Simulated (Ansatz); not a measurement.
Two isomers of CH7BSi2: A = `[SiH3]B1C[SiH2]1`, B = `[SiH3][SiH]1BC1`.

Computed with Ansatz on PBE0-D4/def2-TZVP structures; ΔE is electronic, products minus reactants. CCSD(T)/CBS adds triple-zeta CCSD(T) − MP2 to the extrapolated MP2 energy (def2 sets, frozen cores). Functionals use def2-TZVPP. B3LYP here is the variant with VWN-RPA as its local correlation; programs differ in this.

(1) Which isomer does CCSD(T)/CBS put lower? Give the gap. (Best estimate.)

(2) Give E(B) − E(A) in kcal/mol with ωB97M-V, HF/def2-TZVPP, CCSD/def2-TZVPP, B3LYP-D4, CCSD(T)/def2-TZVPP, BLYP-D4, r2SCAN-D4. (Best estimate.)

(3) Does the order hold for the free energy at 298.15 K (harmonic terms from PBE0-D4)? (Estimate.)

Largest T1 diagnostic: 0.014.

## Answers

(1) The calculation gave: B, by 2.0 kcal/mol.

(2) The calculation gave: ωB97M-V -1.9, HF/def2-TZVPP -2.2, CCSD/def2-TZVPP -1.8, B3LYP-D4 -2.2, CCSD(T)/def2-TZVPP -1.8, BLYP-D4 -2.0, r2SCAN-D4 -2.6. None reverses the order clearly.

(3) Computed: Yes: G(B) − G(A) = -1.5 kcal/mol.

Leaving LDA and LC-ωPBE aside and taking each functional with its dispersion term where it has one, the values, not all of them listed here, spread over 1.0 kcal/mol, from PBE0-D4 to B2PLYP. At CCSD(T), def2-SVP lies +1.6 kcal/mol from the extrapolated value and def2-TZVPP +0.3 kcal/mol.
